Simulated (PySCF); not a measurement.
cyanoethylene (C₃H₃N), singlet, geometry from GFN2-xTB; MP2/def2-SVP run with PySCF.

PySCF was given this input:
```python
from pyscf import gto, scf, mp

mol = gto.M(
    atom='''
C    -0.18079014   -1.61580414    0.00036893
C     0.56661727   -0.51823197   -0.00249564
C     0.00984574    0.77832356    0.00014554
H    -1.25731398   -1.56538366    0.00488629
H     0.26122400   -2.59764951   -0.00171648
H     1.64864793   -0.55402136   -0.00703253
N    -0.43237074    1.83590426    0.00224997
''',
    basis='def2-svp',
    verbose=4,
)

mf = scf.RHF(mol)
mf.kernel()

pt = mp.MP2(mf, frozen=4)
pt.kernel()
print('E(MP2) = %.10f' % pt.e_tot)
```

What the program printed (banner, timings and long lists left out):

```
PySCF version 2.14.0

[INPUT] verbose = 4
[INPUT] num. atoms = 7
[INPUT] num. electrons = 28
[INPUT] charge = 0
[INPUT] spin (= nelec alpha-beta = 2S) = 0
[INPUT] symmetry False subgroup None
[INPUT] Mole.unit = angstrom
[INPUT] Symbol           X                Y                Z      unit          X                Y                Z       unit  Magmom
[INPUT]  1 C     -0.180790140000  -1.615804140000   0.000368930000 AA   -0.341643850622  -3.053427295538   0.000697176659 Bohr   0.0
[INPUT]  2 C      0.566617270000  -0.518231970000  -0.002495640000 AA    1.070751457749  -0.979316492294  -0.004716076106 Bohr   0.0
[INPUT]  3 C      0.009845740000   0.778323560000   0.000145540000 AA    0.018605752094   1.470818364696   0.000275030740 Bohr   0.0
[INPUT]  4 H     -1.257313980000  -1.565383660000   0.004886290000 AA   -2.375979074787  -2.958146397269   0.009233749865 Bohr   0.0
[INPUT]  5 H      0.261224000000  -2.597649510000  -0.001716480000 AA    0.493641817163  -4.908846141511  -0.003243677098 Bohr   0.0
[INPUT]  6 H      1.648647930000  -0.554021360000  -0.007032530000 AA    3.115493063531  -1.046948637559  -0.013289555663 Bohr   0.0
[INPUT]  7 N     -0.432370740000   1.835904260000   0.002249970000 AA   -0.817062282876   3.469356242322   0.004251827088 Bohr   0.0

nuclear repulsion = 90.989644860514
number of shells = 33
number of NR pGTOs = 117
number of NR cGTOs = 71
basis = def2-svp
ecp = {}

******** <class 'pyscf.scf.hf.RHF'> ********
method = RHF
initial guess = minao
damping factor = 0
level_shift factor = 0
DIIS = <class 'pyscf.scf.diis.CDIIS'>
diis_start_cycle = 1
diis_space = 8
diis_damp = 0
SCF conv_tol = 1e-09
SCF conv_tol_grad = None
SCF max_cycles = 50
direct_scf = True
direct_scf_tol = 1e-13
Set gradient conv threshold to 3.16228e-05
Initial guess from minao.
init E= -170.29495729543
  HOMO = -0.283548122345466  LUMO = -0.00489806096988055  gap/eV = 7.58245
cycle= 1 E= -169.544364830974  delta_E= 0.751  |g|= 0.53  |ddm|= 2.79
  HOMO = -0.418936258547887  LUMO = 0.0322799240553779  gap/eV = 12.27822
cycle= 2 E= -169.592772259058  delta_E= -0.0484  |g|= 0.442  |ddm|= 0.735
  HOMO = -0.40517679788623  LUMO = 0.0757931097410984  gap/eV = 13.08786
cycle= 3 E= -169.634700837171  delta_E= -0.0419  |g|= 0.064  |ddm|= 0.362
  HOMO = -0.39491978352129  LUMO = 0.0911112901219187  gap/eV = 13.22558
cycle= 4 E= -169.63636284566  delta_E= -0.00166  |g|= 0.0158  |ddm|= 0.13
  HOMO = -0.399500017686551  LUMO = 0.0874258654576936  gap/eV = 13.24993
cycle= 5 E= -169.63644788045  delta_E= -8.5e-05  |g|= 0.00446  |ddm|= 0.0278
  HOMO = -0.399105223945987  LUMO = 0.0879094506324321  gap/eV = 13.25234
cycle= 6 E= -169.63645567274  delta_E= -7.79e-06  |g|= 0.00174  |ddm|= 0.00893
  HOMO = -0.39899796499368  LUMO = 0.088006909726897  gap/eV = 13.25208
cycle= 7 E= -169.636456740524  delta_E= -1.07e-06  |g|= 0.000524  |ddm|= 0.00289
  HOMO = -0.399047688392555  LUMO = 0.0880012521098235  gap/eV = 13.25328
cycle= 8 E= -169.636456876766  delta_E= -1.36e-07  |g|= 0.000184  |ddm|= 0.000874
  HOMO = -0.399044292852651  LUMO = 0.08800692310058  gap/eV = 13.25334
cycle= 9 E= -169.636456914212  delta_E= -3.74e-08  |g|= 9.58e-05  |ddm|= 0.000385
  HOMO = -0.399051150878399  LUMO = 0.0880005837813056  gap/eV = 13.25335
cycle= 10 E= -169.636456928868  delta_E= -1.47e-08  |g|= 4.09e-05  |ddm|= 0.000281
  HOMO = -0.399056595881492  LUMO = 0.0879969846159847  gap/eV = 13.25340
cycle= 11 E= -169.636456931416  delta_E= -2.55e-09  |g|= 7.64e-06  |ddm|= 0.000147
  HOMO = -0.399056734542543  LUMO = 0.0879972677470486  gap/eV = 13.25341
cycle= 12 E= -169.636456931483  delta_E= -6.71e-11  |g|= 2.68e-06  |ddm|= 2.42e-05
  HOMO = -0.399056850330678  LUMO = 0.0879971766212  gap/eV = 13.25342
Extra cycle  E= -169.636456931484  delta_E= -9.09e-13  |g|= 1.72e-06  |ddm|= 4.36e-06
converged SCF energy = -169.636456931484

******** <class 'pyscf.mp.mp2.RMP2'> ********
nocc = 10, nmo = 67
frozen orbitals 4
E(RMP2) = -170.174603761756  E_corr = -0.538146830272314
E(SCS-RMP2) = -170.165037025412  E_corr = -0.52858009392834
E_corr(same-spin) = -0.135226271998196
E_corr(oppo-spin) = -0.402920558274118
E(MP2) = -170.1746037618
```
